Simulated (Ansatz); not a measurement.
The cluster SiTe2, relaxed as a singlet with RKS r2SCAN-D4/def2-TZVP in Ansatz, starting from the GFN1-xTB geometry. Force threshold 0.02 eV/Å.

In the def2 sets Te takes a core potential; there is no spin–orbit coupling. The structure comes from a short search, and lower isomers may exist.

Start:

```xyz
3

Si    0.1855    1.2494   -0.5052
Te   -0.9292   -0.1002    1.2431
Te    0.7438   -1.1492   -0.7378
```

| step | energy (eV) | largest force component (eV/Å) | SCF passes |
| --- | --- | --- | --- |
| 1 | -22470.5291 | 0.285 | 19 |
| 2 | -22470.5310 | 0.155 | 24 |
| 3 | -22470.5323 | 0.047 | 25 |
| 4 | -22470.5324 | 0.002 | 26 |

Force components are those of the run's own axes.

End:

```
atom    x (Å)    y (Å)    z (Å)
 Si1   0.1874   1.2628  -0.5106
 Te2  -0.9296  -0.1072   1.2450
 Te3   0.7422  -1.1556  -0.7344
```

By distances, no bond broke or formed. The bond that changes most is Si1–Te3, from 2.47 to 2.49 Å (atoms count from 1).

No frequencies were taken in this run, so the end may be a saddle point.

Hardware: 4 threads of AMD EPYC 9R45 on a shared host. Wall time 2.5 s.
